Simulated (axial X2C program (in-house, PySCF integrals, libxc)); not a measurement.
## Working with the constants of ScO⁻

A bond curve at the PBE0 level, 2c, was computed with an axial X2C code built on PySCF integrals (basis Sc dyall-acv3z [11s12p8d5f2g], O dyall-av3z [7s6p3d2f] (cores contracted in-house)) for the state Ω = 0 (closed shell). Its fit gives Re = 1.6793 Å, ωe = 954.2 cm⁻¹, ωexe = 3.49 cm⁻¹ and αe = 2.516e-03 cm⁻¹; the masses are 44.9559 and 15.9949 u. Two-component means X2C with spin–orbit coupling and atomic mean-field Coulomb and Gaunt terms.

Task: Find the reduced mass, Be and the force constant.

Result: From the PBE0 values: μ = 11.7975 u. Be = 16.8576/(μ Re²) = 0.5067 cm⁻¹. k = 5.8918×10⁻⁷ μ ωe² = 6.33 mdyn/Å.

Task: Estimate the centrifugal constant by the Kratzer relation.

Result: D = 4Be³/ωe² = 5.72e-07 cm⁻¹.

Task: Estimate De from a Morse curve and compare with the computed well depth of 6.753 eV to Sc + O-.

Result: De(Morse) = ωe²/(4ωexe) = 8.086 eV against 6.753 eV computed, a ratio of 1.20. The extrapolation overshoots: the well softens faster than a Morse curve, or the lowest atomic limit lies below the one to which the curve heads.

Task: Give B0, the J = 1←0 line in GHz and the most populated J at 300 K (kT = 208.5 cm⁻¹).

Result: B0 = Be − αe/2 = 0.5054 cm⁻¹; 2B0 = 30.31 GHz; J(max) ≈ √(kT/2B0) − 1/2 = 13.9, so J = 14.

Task: Where do the fundamental and the first overtone lie?

Result: ν(1←0) = ωe − 2ωexe = 947.2 cm⁻¹; ν(2←0) = 2ωe − 6ωexe = 1887.5 cm⁻¹.

One determinant describes the state; a PBE0 search over occupations chose it and may have missed a lower one. De is counted from the lowest determinant-based energies of the atoms at the same level, without counterpoise correction. The 2c atoms are single determinants rather than J levels; their spin–orbit lowering is only partly caught, and De is too large by that part. This holds for PBE0. The functionals have no current-density term, which raises determinants with orbital currents, atoms included. The highest occupied level of some functionals is positive through self-interaction error; at Hartree–Fock it is bound.
